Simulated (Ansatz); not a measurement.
`C=CC#CCF` and `C=CC#C[SeH]` differ in one atom or group.

Ansatz, PBE0-D4/def2-TZVP geometries, multiplicity 1. Each molecule was computed in one conformer, which needn't be the lowest.

Scalar relativity is left out up to krypton.

| property | `C=CC#CCF` |
| --- | --- |
| HOMO–LUMO gap (B3LYP/def2-TZVPP) / eV | 5.69 |
| HOMO energy (PBE/def2-TZVPP) / eV | -6.06 |
| LUMO energy (PBE/def2-TZVPP) / eV | -1.93 |
| HOMO–LUMO gap (PBE0/def2-TZVPP) / eV | 6.11 |
| LUMO energy (PBE0/def2-TZVPP) / eV | -1.00 |
| LUMO energy (ωB97M-V/def2-TZVPP) / eV | 1.08 |

What does the change do to each property? (An estimate is asked.)

Ansatz gave: 
```tsv
property	`C=CC#C[SeH]`	shift
HOMO–LUMO gap (B3LYP/def2-TZVPP) / eV	5.05	-0.64
HOMO energy (PBE/def2-TZVPP) / eV	-5.34	0.72
LUMO energy (PBE/def2-TZVPP) / eV	-1.75	0.18
HOMO–LUMO gap (PBE0/def2-TZVPP) / eV	5.45	-0.66
LUMO energy (PBE0/def2-TZVPP) / eV	-0.88	0.12
LUMO energy (ωB97M-V/def2-TZVPP) / eV	1.15	0.07
```

With PBE0 the HOMO rises by 0.78 eV and the LUMO rises by 0.12 eV, so the gap narrows by about 0.66 eV. PBE moves the HOMO by 0.72 eV and ωB97M-V by 0.88 eV.

B3LYP here is the variant with VWN-RPA as its local correlation; programs differ in this.

Spin–orbit coupling is left out; it splits and shifts lone-pair levels of the heavy atoms by tenths of an eV.
